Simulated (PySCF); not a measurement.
Delta-SCF ions had no search for a lower state. Excitations are Tamm–Dancoff values on a coarser integration grid. The basis has no diffuse functions, so Rydberg states are missing or too high.

**BI3, SMILES `IB(I)I` (charge 0, multiplicity 1)**

Computed with PBE-D3(BJ)/def2-TZVP // PBE0-D3(BJ)/def2-TZVP (PySCF).

HOMO: -6.25 eV
dipole moment: 0.00 D
HOMO–LUMO gap: 3.02 eV
LUMO: -3.23 eV
S1 excitation (TDA): 3.10 eV
S1 oscillator strength: 0.000
brightest of the four lowest singlets (TDA): 4.33 eV
T1 excitation (TDA): 2.95 eV
S1–T1 gap (TDA): 0.15 eV
vertical ionisation energy (Delta-SCF): 8.72 eV
total energy: -917.9935 Ha
cost: around 90 core-seconds (rough)

Bonded distances (Å): I1–B2 2.111, B2–I3 2.111, B2–I4 2.111. Bond angles (°): I1–B2–I3 120.0, I1–B2–I4 120.0, I3–B2–I4 120.0.
